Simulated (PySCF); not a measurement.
Molfile (atoms numbered from 1):
```
C4H8F3O2
     RDKit          3D

 17 16  0  0  0  0  0  0  0  0999 V2000
   -1.3266    1.2005    0.4101 C   0  0  0  0  0  0  0  0  0  0  0  0
   -1.0337   -0.2239    0.4969 O   0  0  0  0  0  0  0  0  0  0  0  0
   -1.5972   -0.9519   -0.6332 C   0  0  0  0  0  0  0  0  0  0  0  0
    0.3619   -0.4902    0.6665 C   0  0  0  0  0  0  0  0  0  0  0  0
    1.0340   -0.0396   -0.4893 O   0  0  0  0  0  0  0  0  0  0  0  0
    2.3727    0.1538   -0.3713 C   0  0  0  0  0  0  0  0  0  0  0  0
    2.9916   -0.9637   -0.0104 F   0  0  0  0  0  0  0  0  0  0  0  0
    2.6400    1.0676    0.5618 F   0  0  0  0  0  0  0  0  0  0  0  0
    2.8332    0.5626   -1.5233 F   0  0  0  0  0  0  0  0  0  0  0  0
   -2.4103    1.3120    0.4143 H   0  0  0  0  0  0  0  0  0  0  0  0
   -0.9165    1.6926    1.2918 H   0  0  0  0  0  0  0  0  0  0  0  0
   -0.9046    1.6383   -0.4954 H   0  0  0  0  0  0  0  0  0  0  0  0
   -1.4477   -2.0174   -0.4615 H   0  0  0  0  0  0  0  0  0  0  0  0
   -1.1255   -0.6526   -1.5698 H   0  0  0  0  0  0  0  0  0  0  0  0
   -2.6656   -0.7421   -0.6621 H   0  0  0  0  0  0  0  0  0  0  0  0
    0.7037    0.0413    1.5668 H   0  0  0  0  0  0  0  0  0  0  0  0
    0.4836   -1.5754    0.7984 H   0  0  0  0  0  0  0  0  0  0  0  0
  1  2  1  0
  2  3  1  0
  2  4  1  0
  4  5  1  0
  5  6  1  0
  6  7  1  0
  6  8  1  0
  6  9  1  0
  1 10  1  0
  1 11  1  0
  1 12  1  0
  3 13  1  0
  3 14  1  0
  3 15  1  0
  4 16  1  0
  4 17  1  0
M  CHG  1   2   1
M  END
```

Geometry: GFN2-xTB; GIAO shifts from PySCF 2.14.0 with density-fitted response routines, gas phase, non-relativistic, averaged over equivalent atoms.

At PBE/cc-pVDZ (166 basis functions, 36 s wall time on 1 thread of an Intel Xeon Platinum 8488C, shared host):
```json
{"atoms": "C6", "δ (ppm)": "126.0"}
{"atoms": "C4", "δ (ppm)": "104.9"}
{"atoms": "C1/C3", "δ (ppm)": "74.3"}
{"atoms": "O5", "δ (ppm)": "131.4"}
{"atoms": "O2", "δ (ppm)": "65.1"}
{"atoms": "F7/F8/F9", "δ (ppm)": "-89.9"}
{"atoms": "H16/H17", "δ (ppm)": "5.93"}
{"atoms": "H10/H11/H12/H13/H14/H15", "δ (ppm)": "4.65"}
```

Scale: 13C (195.35 ppm) and 1H (31.64 ppm) vs TMS; 17O (343.46 ppm) against H2O; 19F (164.28 ppm) against CFCl3 (reference shieldings calculated alike).

Predict the values at PBE0/pcSseg-1 on the same geometry.

## Answers


| atoms | δ at PBE0/pcSseg-1 | change |
| --- | --- | --- |
| C6 | 128.2 | +2.2 |
| C4 | 105.7 | +0.8 |
| C1/C3 | 77.3 | +3.0 |
| O5 | 128.4 | -3.0 |
| O2 | 53.3 | -11.8 |
| F7/F8/F9 | -75.1 | +14.8 |
| H16/H17 | 5.99 | +0.06 |
| H10/H11/H12/H13/H14/H15 | 4.87 | +0.22 |

Shifts are taken against calculated references (same method and geometry level): TMS for 13C (σref 186.93) and 1H (σref 31.72); 17O (σref 336.08) against H2O; 19F (σref 170.95) vs CFCl3.

The largest change is at F7/F8/F9 (fluorine of an OCF3 group). Cost: 193 basis functions, 40 s wall time on 1 thread of an Intel Xeon Platinum 8488C, shared host. The order of the carbon signals is the same at both levels.

Unscaled 19F shifts against computed CFCl3 carry errors that often reach 10 to 50 ppm. Experimental scales use liquid or dissolved standards, which lie at an offset from isolated H2O (liquid H2O: subtract about 36 ppm).
